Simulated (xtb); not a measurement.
F2Mg, triplet, from a rough starting geometry (GFN-xTB shapes and energies of metal compounds can be far from the true ones) (a higher spin typed on purpose: for a closed-shell molecule this is an excited state); xtb with GFN2-xTB.

Input for xtb:
```
$ xtb mol.xyz --gfn 2 --uhf 2 --opt vtight --json

# file mol.xyz
3

Mg     0.01248169    -0.00463657    -0.04217965
F     -0.21581036     1.21988519    -1.11940790
F      0.18307718    -1.28565176     1.11691206
```

Task: Predict the main parts of the log of this xtb run.

Result: 
```
   ID    Z sym.   atoms
    1   12 Mg     1
    2    9 F      2, 3

           -------------------------------------------------
          |                Calculation Setup                |
           -------------------------------------------------

           -------------------------------------------------
          |                 G F N 2 - x T B                 |
           -------------------------------------------------

          ...................................................
          :                      SETUP                      :
          :.................................................:
          :  # basis functions                  18          :
          :  # atomic orbitals                  17          :
          :  # shells                            7          :
          :  # electrons                        16          :
          :  max. iterations                   250          :
          :  Hamiltonian                  GFN2-xTB          :
          :  restarted?                      false          :
          :  GBSA solvation                  false          :
          :  PC potential                    false          :
          :  electronic temp.          300.0000000     K    :
          :  accuracy                    1.0000000          :
          :  -> integral cutoff          0.2500000E+02      :
          :  -> integral neglect         0.1000000E-07      :
          :  -> SCF convergence          0.1000000E-05 Eh   :
          :  -> wf. convergence          0.1000000E-03 e    :
          :  Broyden damping             0.4000000          :
          :  net charge                          0          :
          :  unpaired electrons                  2          :
          ...................................................

 iter      E             dE          RMSdq      gap      omega  full diag
   1     -8.6769969 -0.867700E+01  0.188E+01    3.92       0.0  T
   2     -9.9280711 -0.125107E+01  0.854E+00    6.81       1.0  T
   3     -9.8765201  0.515510E-01  0.539E+00    7.67       1.0  T
   4     -9.8928371 -0.163170E-01  0.489E+00    7.85       1.0  T
   5     -9.9162613 -0.234242E-01  0.477E+00    8.00       1.0  T
   6     -9.9234691 -0.720773E-02  0.450E+00    8.04       1.0  T
   7     -9.9968721 -0.734031E-01  0.214E+00    8.23       1.0  T
   8     -9.9542202  0.426520E-01  0.315E+00    8.59       1.0  T
   9     -9.9866249 -0.324048E-01  0.176E+00    8.60       1.0  T
[...]
         :: total energy              -9.984718156116 Eh    ::
 * total energy  :    -9.9847182 Eh     change       -0.1053753E-08 Eh
 * total energy  :    -9.9879754 Eh     change       -0.3257279E-02 Eh
 * total energy  :    -9.9926283 Eh     change       -0.4652820E-02 Eh
 * total energy  :    -9.9935884 Eh     change       -0.9600971E-03 Eh
 * total energy  :    -9.9937840 Eh     change       -0.1956272E-03 Eh
 * total energy  :    -9.9937951 Eh     change       -0.1109607E-04 Eh
 * total energy  :    -9.9937964 Eh     change       -0.1292504E-05 Eh
 * total energy  :    -9.9937964 Eh     change       -0.7283808E-07 Eh
 * total energy  :    -9.9937966 Eh     change       -0.1942311E-06 Eh
 * total energy  :    -9.9937967 Eh     change       -0.2344783E-07 Eh
   *** GEOMETRY OPTIMIZATION CONVERGED AFTER 10 ITERATIONS ***
         :: total energy              -9.993796659321 Eh    ::
[...]
        13                         -0.0288467              -0.7850
        14                          0.0417049               1.1348
        15                          0.0417049               1.1348
        16                          0.3817286              10.3874
        17                          0.8164497              22.2167
      -------------------------------------------------------------
                  HL-Gap            0.3083600 Eh            8.3909 eV
             Fermi-level           -0.3610198 Eh           -9.8238 eV

     #   Z          covCN         q      C6AA      α(0)
     1  12 Mg       1.274     0.323   193.665    38.415
     2   9 F        0.637    -0.161    10.873     3.891
     3   9 F        0.637    -0.161    10.873     3.891

 Mol. C6AA /au·bohr⁶  :        369.914617
 Mol. C8AA /au·bohr⁸  :      23279.600764
 Mol. α(0) /au        :         46.197646

Wiberg/Mayer (AO) data.
largest (>0.10) Wiberg bond orders for each atom

 ---------------------------------------------------------------------------
     #   Z sym  total        # sym  WBO       # sym  WBO       # sym  WBO
 ---------------------------------------------------------------------------
     1  12 Mg   1.221 --     2 F    0.611     3 F    0.611
     2   9 F    0.862 --     1 Mg   0.611     3 F    0.251
     3   9 F    0.862 --     1 Mg   0.611     2 F    0.251
 ---------------------------------------------------------------------------

Topologies differ in total number of bonds
Writing topology from bond orders to xtbtopo.mol

molecular dipole:
                 x           y           z       tot (Debye)
 q only:        0.000      -0.000      -0.000
   full:        0.000      -0.000      -0.000       0.000
molecular quadrupole (traceless):
                xx          xy          yy          xz          yz          zz
 q only:        1.921       0.526      -1.296      -0.469       2.947      -0.625
  q+dip:        2.058       0.563      -1.389      -0.502       3.156      -0.669
   full:        2.972       0.813      -2.005      -0.726       4.558      -0.967

optimized geometry written to: xtbopt.xyz

           -------------------------------------------------
          | TOTAL ENERGY               -9.993796659321 Eh   |
          | GRADIENT NORM               0.000016993387 Eh/α |
          | HOMO-LUMO GAP               8.390901755692 eV   |
           -------------------------------------------------

normal termination of xtb
```
